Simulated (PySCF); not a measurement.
C₄H₆OSi, SMILES C#C/C=C\O[SiH3], singlet at its GFN2-xTB optimised geometry (Å):

```
12

C      1.7074    -1.8437    -0.0004
C      0.5065    -1.7860     0.0000
C     -0.9002    -1.7860     0.0000
C     -1.6751    -0.6980     0.0000
O     -1.3017     0.5829     0.0008
Si     0.0989     1.4169     0.0033
H      2.7554    -1.8803    -0.0014
H     -1.3733    -2.7580    -0.0011
H     -2.7554    -0.8043    -0.0012
H      0.8811     1.1308     1.2037
H     -0.4711     2.7580     0.0052
H      0.8816     1.1351    -1.1978
```

Method: CAM-B3LYP/def2-TZVP (PySCF 2.14.0).

Map of the electron localisation function on the plane z = 1.2 Å:

```
|                         |
|                         |
|                         |
|         :**=            |
|        .*%%+.           |
|        .*%#=.           |
|         .+=:.:::        |
|          .::*%@@*       |
|           .*@@@@@:      |
|      .--: .%@@@@@-      |
|       -+=:.#@@@@%.      |
|       .-=: -@@@#.       |
|        ..   .:.         |
|    :::::.               |
|   .==-=++-  .:--:.      |
|    :::-*#+:.-+*+-:.     |
|       :+#*-:=***=--:    |
|       .-+=::-***=--:    |
|       .-=:..:+*+-:.     |
|       .--.  .===:.      |
|       .-:    .::.       |
|                         |
|                         |
|                         |
|                         |
```
Scale: ten equal steps from 0.000 (start of ' ') to 1.000 (end of '@'), in the order ' .:-=+*#%@'; x runs from -5.00 to 5.00, y from -5.00 (bottom) to 5.00 (top).
